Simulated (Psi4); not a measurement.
Psi4 input (wB97X-D/6-31G*):

```
memory 1500 MB

molecule {
0 1
C     1.32088000    2.45053700    1.15302600
C     1.47004500    1.41849700    0.54675600
Si    1.59910900   -0.17002500   -0.34538400
Si   -0.36441100   -1.38148300    0.07176200
Si   -2.22318100   -0.03327000   -0.39814700
H     1.19726000    3.36345400    1.68493300
H     1.72989300    0.10732300   -1.79511300
H     2.81126000   -0.88722400    0.11392800
H    -0.38934200   -1.80449400    1.49502500
H    -0.38416300   -2.60043400   -0.77817200
H    -3.48516100   -0.79954000   -0.25350800
H    -2.13206100    0.47173900   -1.78979300
H    -2.25448100    1.12185700    0.52877000
symmetry c1
no_reorient
no_com
}

set {
  basis 6-31G*
  reference rks
  scf_type pk
  dft_radial_points 99
  dft_spherical_points 590
  e_convergence 1e-8
  d_convergence 1e-7
  maxiter 150
}

e = energy('wb97x-d')
print_out(f'\nFINAL {e:.10f} DIPOLE {variable("CURRENT DIPOLE")[0]:.6f} {variable("CURRENT DIPOLE")[1]:.6f} {variable("CURRENT DIPOLE")[2]:.6f}\n')
```

From the output:

```
    One-Electron Energy =               -1913.0946882669977640
    Two-Electron Energy =                 716.1593619656200644
    DFT Exchange-Correlation Energy =     -54.7467935273561963
    Empirical Dispersion Energy =          -0.0058843393890674
    VV10 Nonlocal Energy =                  0.0000000000000000
    Total Energy =                       -949.3387348332378224

Computation Completed

Properties will be evaluated at   0.000000,   0.000000,   0.000000 [a0]

Properties computed using the SCF density matrix

 Multipole Moments:

 ------------------------------------------------------------------------------------
     Multipole            Electronic (a.u.)      Nuclear  (a.u.)        Total (a.u.)
 ------------------------------------------------------------------------------------

 L = 1.  Multiply by 2.5417464519 to convert [e a0] to [Debye]
 Dipole X            :         -0.0496771           -0.0000132           -0.0496904
 Dipole Y            :          0.1420398           -0.0000132            0.1420266
 Dipole Z            :          0.1236376           -0.0000076            0.1236300
 Magnitude           :                                                    0.1947436

 ------------------------------------------------------------------------------------

FINAL -949.3387348332 DIPOLE -0.049690 0.142027 0.123630

*** Psi4 exiting successfully. Buy a developer a beer!
```

The geometry given is a B3LYP-D3(BJ)/def2-TZVP minimum.
